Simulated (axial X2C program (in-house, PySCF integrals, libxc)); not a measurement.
**Bond lengths and stretching modes, held linear, of BrAsBr**

Calculated with an in-house all-electron X2C program for linear molecules (integrals from PySCF): two-component X2C with atomic mean-field Coulomb and Gaunt terms, Gaussian nuclei, basis Br dyall-av3z, As dyall-v3z with contracted cores. Spin-free rows use the one-electron spin-free X2C Hamiltonian.

Masses Br 78.918, As 74.922, Br 78.918 u. States: 2c Ω = 1/2 (beyond evenly filled blocks: ω = 1/2); spin-free M_S = 1/2, Λ = 1 (beyond evenly filled blocks: π+α).

MP2, spin-free: energies above the lowest point

| r(Br–As) (Å) | r(As–Br) (Å) | E (meV) |
| --- | --- | --- |
| 2.3771 | 2.3771 | 34.71 |
| 2.3771 | 2.4380 | 12.22 |
| 2.3771 | 2.4989 | 24.02 |
| 2.4380 | 2.3771 | 12.22 |
| 2.4380 | 2.4380 | 0.00 |
| 2.4380 | 2.4989 | 21.32 |
| 2.4380 | 2.5599 | 69.00 |
| 2.4989 | 2.3771 | 24.02 |
| 2.4989 | 2.4380 | 21.32 |
| 2.4989 | 2.4989 | 51.49 |
| 2.5599 | 2.4380 | 69.00 |
| 2.5599 | 2.5599 | 170.95 |

Q: Fit a quadratic surface with cubic terms in each bond: where is the minimum, and what are the two stretching wavenumbers?

A: At MP2, spin-free: bonds 2.430 and 2.430 Å; harmonic stretches 199.5 and 269.5 cm⁻¹; force constants 1.47, 1.47 and coupling 0.38 mdyn/Å.

The other levels and Hamiltonians give:

```json
{"Hamiltonian": "2c", "level": "PBE0", "r(Br–As) (Å)": "2.435", "r(As–Br) (Å)": "2.435", "lower stretch (cm⁻¹)": "194.9", "upper stretch (cm⁻¹)": "251.8"}
{"Hamiltonian": "2c", "level": "HF", "r(Br–As) (Å)": "2.465", "r(As–Br) (Å)": "2.465", "lower stretch (cm⁻¹)": "198.5", "upper stretch (cm⁻¹)": "212.9"}
{"Hamiltonian": "2c", "level": "TPSSh", "r(Br–As) (Å)": "2.450", "r(As–Br) (Å)": "2.450", "lower stretch (cm⁻¹)": "189.6", "upper stretch (cm⁻¹)": "241.9"}
{"Hamiltonian": "2c", "level": "MP2", "r(Br–As) (Å)": "2.432", "r(As–Br) (Å)": "2.432", "lower stretch (cm⁻¹)": "198.7", "upper stretch (cm⁻¹)": "268.4"}
{"Hamiltonian": "spin-free", "level": "PBE0", "r(Br–As) (Å)": "2.434", "r(As–Br) (Å)": "2.434", "lower stretch (cm⁻¹)": "195.5", "upper stretch (cm⁻¹)": "253.1"}
{"Hamiltonian": "spin-free", "level": "HF", "r(Br–As) (Å)": "2.464", "r(As–Br) (Å)": "2.464", "lower stretch (cm⁻¹)": "198.8", "upper stretch (cm⁻¹)": "214.2"}
{"Hamiltonian": "spin-free", "level": "TPSSh", "r(Br–As) (Å)": "2.449", "r(As–Br) (Å)": "2.449", "lower stretch (cm⁻¹)": "190.2", "upper stretch (cm⁻¹)": "243.1"}
```

Each state is one determinant, the lowest of a limited PBE0 search; the stretches come from a fit to these few points and carry an uncertainty of a few per cent. Other orders of the atoms were not compared. The levels spread by more than a fifth, so the stretches depend strongly on the method. MP2 freezes inner shells (threshold -2 hartree). The molecule was held linear; bending was not examined, so a bent shape may lie lower. Note: functional without a current term on a determinant with orbital currents, of the molecule or an atom.
